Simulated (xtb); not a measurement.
F₂Ge, triplet, at a GFN2-xTB geometry (the spin is typed, not shown lowest); GFN0-xTB in xtb.

xtb was given this input:
```
$ xtb mol.xyz --gfn 0 --uhf 2 --acc 1000 --json

# file mol.xyz
3

Ge     0.01078596    -0.00766682     0.33769324
F      0.83389596     1.52835128    -0.59320123
F     -0.87224604    -1.50109147    -0.60748585
```

### Question
Write the output that xtb gives for this input, abridged.

### Answer

```
   ID    Z sym.   atoms
    1   32 Ge     1
    2    9 F      2, 3

           -------------------------------------------------
          |                Calculation Setup                |
           -------------------------------------------------

           -------------------------------------------------
          |                 G F N 0 - x T B                 |
           -------------------------------------------------

          ...................................................
          :                      SETUP                      :
          :.................................................:
          :  # basis functions                  18          :
          :  # atomic orbitals                  17          :
          :  # shells                            7          :
          :  # electrons                        18          :
          :  electronic temp.          300.0000000     K    :
          :  accuracy                 1000.0000000          :
          :  -> integral cutoff          0.2000000E+02      :
          :  -> integral neglect         0.1000000E-04      :
          ...................................................

         :::::::::::::::::::::::::::::::::::::::::::::::::::::
         ::                     SUMMARY                     ::
         :::::::::::::::::::::::::::::::::::::::::::::::::::::
         :: total energy              -9.641461280015 Eh    ::
         :: gradient norm              0.017034428770 Eh/a0 ::
         :: HOMO-LUMO gap              1.432106512780 eV    ::
         ::.................................................::
         :: H0 energy                 -9.511995945824 Eh    ::
         :: repulsion energy           0.001708032250 Eh    ::
         :: electrostat energy        -0.130827859979 Eh    ::
         :: -> Gsolv                   0.000000000000 Eh    ::
         ::    -> Gsasa                0.000000000000 Eh    ::
         ::    -> Gshift               0.000000000000 Eh    ::
         :: dispersion energy         -0.000345506461 Eh    ::
         :: short-range corr.          0.000000000000 Eh    ::
         :: add. restraining           0.000000000000 Eh    ::
         :: total charge              -0.000000000000 e     ::
         :::::::::::::::::::::::::::::::::::::::::::::::::::::

           -------------------------------------------------
          |                Property Printout                |
[...]
         6        2.0000           -0.4455556             -12.1242
         7        2.0000           -0.4428564             -12.0507
         8        2.0000           -0.4417407             -12.0204
         9        1.0001           -0.4228960             -11.5076
        10        1.0000           -0.3102908              -8.4434 (HOMO)
        11                         -0.2576618              -7.0113 (LUMO)
        12                         -0.2006750              -5.4606
        13                         -0.0218014              -0.5932
        14                         -0.0151101              -0.4112
        15                          0.0045473               0.1237
        16                          0.3105644               8.4509
        17                          0.4115848              11.1998
      -------------------------------------------------------------
                  HL-Gap            0.0526289 Eh            1.4321 eV
             Fermi-level            0.0000000 Eh            0.0000 eV

     #   Z          covCN         q      C6AA      α(0)
     1  32 Ge       1.346     0.560   286.014    35.326
     2   9 F        0.673    -0.280    12.163     4.019
     3   9 F        0.673    -0.280    12.163     4.019

 Mol. C6AA /au·bohr⁶  :        538.787511
 Mol. C8AA /au·bohr⁸  :      35278.526922
 Mol. α(0) /au        :         43.364891

Wiberg/Mayer (AO) data.
largest (>0.10) Wiberg bond orders for each atom

 ---------------------------------------------------------------------------
     #   Z sym  total        # sym  WBO       # sym  WBO       # sym  WBO
 ---------------------------------------------------------------------------
     1  32 Ge   1.860 --     2 F    0.930     3 F    0.930
     2   9 F    1.227 --     1 Ge   0.930     3 F    0.297
     3   9 F    1.227 --     1 Ge   0.930     2 F    0.297
 ---------------------------------------------------------------------------

Topologies differ in total number of bonds
Writing topology from bond orders to xtbtopo.mol

 dipole moment from electron density (au)
     X       Y       Z
   0.0095  -0.0068   0.2980  total (Debye):    0.758

           -------------------------------------------------
          | TOTAL ENERGY               -9.641461280015 Eh   |
          | GRADIENT NORM               0.017034428770 Eh/α |
          | HOMO-LUMO GAP               1.432106512780 eV   |
           -------------------------------------------------

normal termination of xtb
```
